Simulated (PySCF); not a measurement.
C3H5ClOSi. Atoms are numbered in the order given.

```xyz
11

Cl     1.8807    -0.0318    -0.9403
Si     0.4754    -0.0787     0.5827
C     -0.8862    -1.3538     0.2876
C     -2.0429    -0.4311    -0.0492
C     -1.7889     0.8808     0.0784
O     -0.5371     1.2823     0.4859
H      1.2105    -0.0709     1.8646
H     -1.0865    -1.9647     1.1866
H     -0.6435    -2.0540    -0.5288
H     -3.0165    -0.8032    -0.3734
H     -2.4856     1.7006    -0.1098
```
Charge 0, spin multiplicity 1.

Coordinates come from a B3LYP-D3(BJ)/def2-SVP optimisation. The structure was generated by enumeration; whether it is a known compound was not checked. One conformer was computed; it need not be the lowest.

Vertical ionisation energy (IE) and electron affinity (EA) in eV. Rows of orbital energies are one-electron estimates. Where ΔSCF, EOM or ADC give a negative EA the extra electron is unbound and the value depends on the basis.

```json
[
 {"level": "−ε(HOMO), −ε(LUMO), r2SCAN/def2-TZVP (PySCF)", "IE": "…", "EA": "…"},
 {"level": "−ε(HOMO), −ε(LUMO), PBE/def2-TZVP (PySCF)", "IE": "5.62", "EA": "0.72"}
]
```

Task: Some entries are withheld; supply them. (The exact figures need the calculation; the answer reports its results.)

Result: 
- −ε(HOMO), −ε(LUMO), r2SCAN/def2-TZVP (PySCF), IE: 5.82
- −ε(HOMO), −ε(LUMO), r2SCAN/def2-TZVP (PySCF), EA: 0.46
